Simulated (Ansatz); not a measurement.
```xyz
3

S     0.0001    0.0068   -0.1114
H     0.0058    0.9647    0.8277
H     0.0032   -0.9791    0.8265
```

Basis set: STO-3G (spherical functions). Left uncorrelated: 5 orbitals. Charge 0, multiplicity 1.

Computed with Ansatz (development build ahead of 0.2.0); each method stands on the lowest determinant of its kind that the runs found. Restricted open shells among the atoms or ions are ROHF, correlated in semicanonical orbitals with singles.

(1) Give the atomization energy at this shape (free ground-state atoms in the same class of orbitals less the molecule, no zero-point energy) of singlet H₂S by RHF-MP2, RHF.

Answers

(1)

```json
{"method": "RHF-MP2", "atomization energy": "7.53 eV"}
{"method": "RHF", "atomization energy": "6.73 eV"}
```

This basis has no polarisation functions and is too small for such energies, which can lie far from measured ones in either direction.
